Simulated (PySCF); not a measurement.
Input file for PySCF: R-B3LYP/6-311+G** on BH5O (a complex), monomers drawn apart or pushed together.

```python
from pyscf import gto, scf, dft, mp
from pyscf.data.elements import chemcore

mol = gto.M(
    atom='''
    B     0.21063250    0.24930107    0.78962312
    H     0.61722313   -0.76718016    0.28698297
    H    -0.85291573    0.63723910    0.39399765
    H     1.03722783    1.09088237    1.00556400
    O    -0.49854200   -0.68335888    3.67322871
    H    -1.15337157   -1.39254763    3.62905545
    H     0.29088164   -1.04596662    4.09634593
    ''',
    basis='6-311+g**',
    charge=0, spin=0, verbose=3, max_memory=1800)
mf = dft.RKS(mol, xc='b3lyp')
mf.conv_tol = 1e-8
mf.max_cycle = 100
mf.kernel()
if not mf.converged:
    mf = mf.newton().run(mf.mo_coeff, mf.mo_occ)
```

Q: What total energy does the run end on?

A: -103.0728 hartree.
